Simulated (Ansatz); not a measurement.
Reaction (substitution at a C–Sn bond): `[CH3][SnH]1[CH2][O]1` + `O=C[SiH](O)O` → `CO[SiH](O)C=O` + `[CH2]1[O][SnH2]1`

Computed with Ansatz on PBE0-D4/def2-TZVP structures; ΔE is electronic, products minus reactants. CCSD(T)/CBS adds triple-zeta CCSD(T) − MP2 to the extrapolated MP2 energy (def2 sets, frozen cores). Functionals use def2-TZVPP. B3LYP here is the variant with VWN-RPA as its local correlation; programs differ in this. def2 core potentials past Kr. For Sn outer-core shells are correlated without core-valence functions, which leaves a few kJ/mol of doubt a bond. One conformer a species, not always the lowest.

```csv
level,ΔE (kcal/mol),difference from CCSD(T)/CBS
PBE-D4,19.4,-3.1
r2SCAN-D4,19.9,-2.6
PBE0-D4,19.5,-3.0
B3LYP-D4,17.8,-4.7
ωB97X-V,18.6,-3.9
B2PLYP,19.6,-2.9
PBE,19.4,-3.1
r2SCAN,19.9,-2.6
B3LYP,17.7,-4.8
HF/def2-TZVPP,15.1,-7.4
MP2/def2-TZVPP,23.6,1.1
SCS-MP2/def2-TZVPP,21.3,-1.2
CCSD/def2-TZVPP,20.2,-2.3
CCSD(T)/def2-TZVPP,20.8,-1.7
SCS-MP2/def2-QZVPP,22.3,-0.2
MP2/CBS(def2),25.3,2.8
CCSD(T)/CBS,22.5,0
```

Largest T1 diagnostic among the species: 0.019.

In def2-TZVPP, CCSD(T) changes the Hartree–Fock value by +5.7 kcal/mol (the triples alone add +0.6 kcal/mol) and MP2 by +8.5 kcal/mol.
